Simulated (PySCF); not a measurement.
C4H4ClI, SMILES C=C/C(Cl)=C\I. Heavy atoms are numbered as in [CH2:1]=[CH:2]/[C:3]([Cl:4])=[CH:5]\[I:6]. Hydrogens are named by the atom that carries them.

Geometry optimised at PBE0-D3(BJ)/def2-SVP. The def2 effective core potentials stand for the cores of I; spin–orbit coupling is left out. The values are those of a single conformer.

The numbers are results of PBE/def2-TZVP run with PySCF, not measurements.

ESP charges are fitted to the potential on shells at 1.4 to 2.0 van der Waals radii. Atomic charges (e), one atom of each kind:

```json
[
 {"atom": "C1 (CH2)", "Mulliken": "-0.24", "Löwdin": "-0.18", "ESP fit": "-0.49"},
 {"atom": "C2 (CH)", "Mulliken": "-0.12", "Löwdin": "-0.21", "ESP fit": "0.03"},
 {"atom": "C3", "Mulliken": "(withheld)", "Löwdin": "-0.49", "ESP fit": "0.15"},
 {"atom": "Cl4", "Mulliken": "-0.10", "Löwdin": "0.42", "ESP fit": "-0.08"},
 {"atom": "C5 (CH)", "Mulliken": "-0.18", "Löwdin": "-0.43", "ESP fit": "-0.38"},
 {"atom": "I6", "Mulliken": "(withheld)", "Löwdin": "0.35", "ESP fit": "0.03"},
 {"atom": "H on C1", "Mulliken": "(withheld)", "Löwdin": "0.12", "ESP fit": "0.20"},
 {"atom": "H on C2", "Mulliken": "0.13", "Löwdin": "0.15", "ESP fit": "0.10"},
 {"atom": "H on C5", "Mulliken": "(withheld)", "Löwdin": "0.14", "ESP fit": "0.23"}
]
```

Fill in the missing entries. (The exact figures need the calculation; the answer reports its results.)


- C3, Mulliken: 0.08
- I6, Mulliken: 0.02
- H on C1, Mulliken: 0.13
- H on C5, Mulliken: 0.15

Give the Mayer and Wiberg (Löwdin basis) orders of the bonds. (The exact figures need the calculation; the answer reports its results.)


```tsv
bond	Mayer	Wiberg
C1–C2	1.85	2.09
C2–C3	1.10	1.31
C3–Cl4	1.02	1.61
C3–C5	1.72	1.96
C5–I6	1.09	1.53
```
